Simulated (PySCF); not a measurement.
# A failing input for Tl⁺

```python
from pyscf import gto, dft

mol = gto.M(
    atom='Tl 0 0 0',
    basis='lanl2dz',
    ecp={'Tl': 'lanl2dz'},
    charge=1,
    spin=0,
    symmetry=True,
    verbose=4,
)
mf = dft.UKS(mol, xc='camb3lyp')
mf.max_cycle = 2
mf.kernel()
mf.dip_moment()
print('orbital energies (hartree):', [e[max(0, n-3):n+3].round(4) for e, n in zip(mf.mo_energy, mol.nelec)])
```

```bash
$ python input.py
```

The log, shortened:

```
[earlier lines left out]
direct_scf = True
direct_scf_tol = 1e-13
number electrons alpha = 6  beta = 6
XC library pyscf.dft.libxc version 7.0.0
    S. Lehtola, C. Steigemann, M. J.T. Oliveira, and M. A.L. Marques.,  SoftwareX 7, 1–5 (2018)
XC functionals = camb3lyp
    T. Yanai, D. P. Tew, and N. C. Handy.,  Chem. Phys. Lett. 393, 51 (2004)
radial grids:
    Treutler-Ahlrichs [JCP 102, 346 (1995); DOI:10.1063/1.469408] (M4) radial grids

becke partition: Becke, JCP 88, 2547 (1988); DOI:10.1063/1.454033
pruning grids: <function nwchem_prune>
grids dens level: 3
symmetrized grids: True
atomic radii adjust function: <function treutler_atomic_radii_adjust>
small_rho_cutoff = 0
Freeze 0 electrons in irreps []
    12 free electrons in irreps s+0 p-1 p+0 p+1 d-2 d-1 d+0 d+1 d+2
Set gradient conv threshold to 3.16228e-05
tot grids = 22928
init E= -42.7255276336117

cycle= 1 E= -39.2702007752799  delta_E= 3.46  |g|= 2.54  |ddm|=  4.3
cycle= 2 E= -49.5903669394108  delta_E= -10.3  |g|= 2.09  |ddm|= 3.44
SCF not converged.
SCF energy = -49.5903669394108 after 2 cycles  <S^2> = 2.6645353e-15  2S+1 = 1

WARN: System has nonzero charge 1; the dipole moment is origin-dependent.
Location of origin: [0. 0. 0.]

Dipole moment(X, Y, Z, Debye):  0.00000,  0.00000,  0.00000
orbital energies (hartree): [array([-3.6328, -3.6   , -1.8991, -1.2415, -1.2415, -1.2117]), array([-3.6328, -3.6   , -1.8991, -1.2415, -1.2415, -1.2117])]
```

Question: Which setting is at fault, why, and what does a mended input give?

Answer: The cycle limit (2): the limit is below the number of cycles that the SCF needs. With this edit
```diff
- mf.max_cycle = 2
```
the run finishes: E(SCF) = -51.319343 Eh, 7 cycles.

No search for the lowest solution was made.
